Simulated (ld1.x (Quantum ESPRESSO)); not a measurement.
**What one change does to a pseudopotential (lithium, TM)**

- Element: Li
- Generator: ld1.x (Quantum ESPRESSO) 7.5
- Type: norm-conserving Troullier–Martins (Kleinman–Bylander form)
- Functional: PBEsol
- Relativity: scalar-relativistic
- Frozen core: none
- Valence charge: 3
- Reference configuration: 1s2 2s0 2p0 (charge +1)
- Partial waves: 1s (bound): rc 0.70 bohr; 2p (bound, empty): rc 4.20 bohr; 3d channel at -0.15 Ry: rc 4.30 bohr
- Local potential: the d channel
- Core correction: none

Change: wave 3d channel at -0.15 Ry: rc 4.30 bohr becomes 3d channel at -0.15 Ry: rc 6.56 bohr.

Cutoffs: the cutoffs (Ry, on a coarse ladder) from which the occupation-weighted sum of valence levels, in a spherical-Bessel basis at the reference potential, stays within 10 and 1 mRy of its value at 400 Ry; they do not see the model core or the augmentation charge, which bear on the density cutoff. Errors are all-electron minus pseudo energies relative to the spin-unpolarised reference configuration.

Q: What does the change do?

A: Of the 4 tests that both files solve, the error grows in 4 and shrinks in 0 by more than 15 % and 0.3 meV (median size 201.8 → 575.4 meV); neither file shows a bound ghost at the reference potential, the only one tested. More of the atom is replaced by a form fitted at one configuration, so other configurations suffer.

| quantity | base | changed |
| --- | --- | --- |
| cutoff, loose | 160 Ry | 160 Ry |
| cutoff, tight | over 300 Ry | over 300 Ry |
| bound ghosts | none | none |
| error for 1s2 2s1 2p0, meV [ΔE -5.19 eV] | -240 | -692 |
| error for 1s2 2s0.5 2p0, meV [ΔE -3.17 eV] | -164 | -459 |
| error for 1s2 2s0 2p1, meV [ΔE -3.43 eV] | +14 | +23 |
| error for 1s1 2s1 2p0, meV [ΔE 62.59 eV] | -1413 | -3249 |

Changed file: These tests converged, but a pseudo level misses the all-electron one widely, so the file describes the atom poorly there or has found another state: 1s1 2s1 2p0: 2s by 2.3 eV (a node warning on the way).
